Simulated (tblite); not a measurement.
Record of a relaxation.

GeH7OSeSi2 (doublet state).
Bonds: Si1–Se2, Se2–Si3, Si3–O4, O4–Ge5. Hydrogens: H6, H7, H8 on Si1; H9 on Si3; H10, H11, H12 on Ge5.

Computed with GFN2-xTB (tblite), gas phase: L-BFGS steps from a force-field or distance-geometry start until the largest atomic force falls under 0.01 eV/Å. 6 of its 130 geometries are shown.

Step 0: E = -442.3140 eV, largest atomic force 1.597 eV/Å
```
atom  x, y, z in Å  |  force x, y, z in eV/Å
Si1     2.198   -0.368   -0.053    0.112  -0.249   0.360
Se2     1.938    1.722   -0.960    0.229  -0.100   0.135
Si3    -0.315    1.467   -0.987   -0.650   0.203   0.773
O4     -0.921    1.381    0.608    0.099  -0.528  -1.504
Ge5    -1.946   -0.097    0.644   -0.445  -0.464   0.220
H6      1.520   -0.417    1.255    0.115   0.060  -0.194
H7      3.621   -0.657    0.109   -0.036   0.163  -0.046
H8      1.589   -1.357   -0.943   -0.036   0.050  -0.080
H9     -0.928    2.622   -1.666    0.012   0.008   0.250
H10    -3.117    0.056   -0.368    0.551   0.054   0.355
H11    -2.537   -0.286    2.056    0.295   0.262  -0.375
H12    -1.100   -1.346    0.281   -0.246   0.539   0.107
```

Step 26: E = -442.7617 eV, largest atomic force 0.104 eV/Å
```
atom  x, y, z in Å  |  force x, y, z in eV/Å
Si1     2.240   -0.400    0.013    0.027  -0.026   0.001
Se2     1.968    1.697   -0.814   -0.075   0.056  -0.008
Si3    -0.296    1.677   -1.306   -0.036  -0.021  -0.006
O4     -1.061    0.974   -0.055    0.020   0.019  -0.073
Ge5    -2.073   -0.266    0.601   -0.002   0.026   0.067
H6      1.619   -0.531    1.329   -0.049   0.042   0.004
H7      3.685   -0.517    0.108    0.042  -0.043   0.003
H8      1.652   -1.361   -0.919   -0.002   0.018  -0.007
H9     -0.802    3.057   -1.285    0.084  -0.042   0.045
H10    -3.347   -0.203   -0.186    0.019  -0.047   0.017
H11    -2.232    0.168    2.025   -0.008  -0.025  -0.016
H12    -1.351   -1.576    0.463   -0.019   0.044  -0.027
```

Step 52: E = -442.7777 eV, largest atomic force 0.126 eV/Å
```
atom  x, y, z in Å  |  force x, y, z in eV/Å
Si1     2.218   -0.403    0.027   -0.027  -0.009   0.010
Se2     1.980    1.691   -0.808   -0.119   0.040  -0.013
Si3    -0.290    1.755   -1.371    0.117  -0.019  -0.014
O4     -1.191    0.882   -0.350    0.008   0.026  -0.006
Ge5    -2.049   -0.283    0.590   -0.024  -0.047   0.022
H6      1.517   -0.475    1.310   -0.021  -0.016  -0.013
H7      3.653   -0.579    0.198   -0.034   0.013  -0.018
H8      1.644   -1.339   -0.938    0.008  -0.017   0.025
H9     -0.706    3.136   -1.109    0.014   0.015   0.009
H10    -3.411   -0.373   -0.033    0.033   0.031   0.013
H11    -2.071    0.283    1.980    0.019  -0.017  -0.034
H12    -1.292   -1.574    0.479    0.026   0.001   0.020
```

Step 77: E = -442.7957 eV, largest atomic force 0.113 eV/Å
```
atom  x, y, z in Å  |  force x, y, z in eV/Å
Si1     2.075   -0.409    0.064    0.002   0.022  -0.009
Se2     1.936    1.698   -0.757   -0.019   0.008   0.025
Si3    -0.288    1.823   -1.417   -0.031   0.055  -0.004
O4     -1.241    0.796   -0.612    0.003  -0.001   0.010
Ge5    -1.905   -0.296    0.563    0.001  -0.010  -0.113
H6      1.288   -0.502    1.296   -0.002   0.027   0.022
H7      3.496   -0.583    0.318    0.010  -0.024   0.005
H8      1.553   -1.340   -0.931    0.009  -0.022  -0.024
H9     -0.711    3.175   -1.013    0.017  -0.075  -0.011
H10    -3.334   -0.437    0.135    0.024   0.009   0.023
H11    -1.743    0.366    1.896    0.014   0.008   0.062
H12    -1.125   -1.572    0.433   -0.027   0.004   0.015
```

Step 103: E = -442.8023 eV, largest atomic force 0.029 eV/Å
```
atom  x, y, z in Å  |  force x, y, z in eV/Å
Si1     2.074   -0.381    0.097    0.006  -0.014   0.002
Se2     1.898    1.757   -0.639    0.008   0.001   0.003
Si3    -0.276    1.791   -1.448   -0.010  -0.001  -0.015
O4     -1.213    0.688   -0.729   -0.006  -0.008   0.014
Ge5    -1.884   -0.297    0.536   -0.015   0.023   0.010
H6      1.295   -0.505    1.333    0.008  -0.009  -0.004
H7      3.498   -0.569    0.332   -0.020   0.006   0.005
H8      1.555   -1.287   -0.925    0.006   0.013   0.002
H9     -0.790    3.108   -1.049    0.006   0.005  -0.003
H10    -3.353   -0.275    0.253   -0.007   0.000   0.001
H11    -1.532    0.343    1.850    0.008  -0.010  -0.014
H12    -1.271   -1.653    0.362    0.015  -0.006  -0.001
```

Step 129: E = -442.8063 eV, largest atomic force 0.007 eV/Å
```
atom  x, y, z in Å  |  force x, y, z in eV/Å
Si1     2.093   -0.391    0.117    0.001   0.002  -0.005
Se2     1.823    1.784   -0.475   -0.002  -0.001   0.003
Si3    -0.268    1.713   -1.481    0.005  -0.001  -0.005
O4     -1.329    0.821   -0.646   -0.002  -0.005   0.001
Ge5    -1.895   -0.279    0.571   -0.002   0.000   0.001
H6      1.260   -0.670    1.290   -0.001  -0.001   0.001
H7      3.509   -0.513    0.427    0.002  -0.001   0.003
H8      1.690   -1.235   -1.005    0.000  -0.001  -0.004
H9     -0.772    3.086   -1.364   -0.002   0.006   0.000
H10    -3.382   -0.199    0.428    0.000   0.002   0.002
H11    -1.393    0.228    1.891   -0.004   0.005   0.001
H12    -1.335   -1.625    0.220    0.003  -0.004   0.000
```

Question: Summarise the path.

Answer: The energy falls by 47.50 kJ/mol from step 0 to step 129; nine tenths of that is first reached at step 24. It rises by more than 0.2 meV at step 56. The largest force goes from 1.597 to 0.007 eV/Å. Among the bonds Si3–O4 changes most, from 1.708 to 1.618 Å; the atoms move by 0.696 Å rms after alignment.

Question: Follow the three bonds and two angles with the largest change from start to end.

Answer: 
| step | E above end (kJ/mol) | largest force (eV/Å) | Si3–O4 (Å) | O4–Ge5 (Å) | Ge5–H10 (Å) | Si3–O4–Ge5 (°) | Si1–Se2–Si3 (°) |
| --- | --- | --- | --- | --- | --- | --- | --- |
| 0 | 47.50 | 1.597 | 1.708 | 1.798 | 1.555 | 105.2 | 90.8 |
| 6 | 24.60 | 0.672 | 1.655 | 1.741 | 1.483 | 115.9 | 92.8 |
| 11 | 17.74 | 0.340 | 1.635 | 1.767 | 1.503 | 122.1 | 95.3 |
| 17 | 7.97 | 0.416 | 1.620 | 1.714 | 1.492 | 138.4 | 100.1 |
| 22 | 5.30 | 0.139 | 1.624 | 1.733 | 1.498 | 149.9 | 102.1 |
| 28 | 3.99 | 0.137 | 1.621 | 1.728 | 1.498 | 153.9 | 100.8 |
| 34 | 3.38 | 0.053 | 1.623 | 1.728 | 1.498 | 158.3 | 101.6 |
| 39 | 3.23 | 0.046 | 1.620 | 1.729 | 1.498 | 160.4 | 101.3 |
| 45 | 3.09 | 0.063 | 1.622 | 1.727 | 1.500 | 161.3 | 101.5 |
| 50 | 2.91 | 0.072 | 1.619 | 1.727 | 1.498 | 166.7 | 102.2 |
| 56 | 3.34 | 0.401 | 1.604 | 1.720 | 1.484 | 167.4 | 103.3 |
| 62 | 1.44 | 0.075 | 1.618 | 1.733 | 1.498 | 167.2 | 103.6 |
| 67 | 1.31 | 0.030 | 1.616 | 1.733 | 1.496 | 165.2 | 103.6 |
| 73 | 1.20 | 0.025 | 1.616 | 1.733 | 1.497 | 164.7 | 102.9 |
| 79 | 0.87 | 0.050 | 1.615 | 1.736 | 1.498 | 164.1 | 101.7 |
| 84 | 0.64 | 0.065 | 1.617 | 1.735 | 1.498 | 162.9 | 101.1 |
| 90 | 0.55 | 0.038 | 1.615 | 1.737 | 1.497 | 162.0 | 100.8 |
| 95 | 0.51 | 0.025 | 1.616 | 1.737 | 1.497 | 161.4 | 101.0 |
| 101 | 0.41 | 0.024 | 1.616 | 1.738 | 1.496 | 159.3 | 101.5 |
| 107 | 0.35 | 0.010 | 1.616 | 1.737 | 1.497 | 158.4 | 101.8 |
| 112 | 0.32 | 0.018 | 1.616 | 1.738 | 1.496 | 157.6 | 102.0 |
| 118 | 0.21 | 0.079 | 1.618 | 1.736 | 1.499 | 158.8 | 101.7 |
| 123 | 0.03 | 0.027 | 1.619 | 1.735 | 1.496 | 158.5 | 101.2 |
| 129 | 0.00 | 0.007 | 1.618 | 1.735 | 1.496 | 157.6 | 101.0 |

What follows is the cost of the whole relaxation. Time: 0.95 s. Hardware: an Arm Neoverse V1 with one thread (shared host).
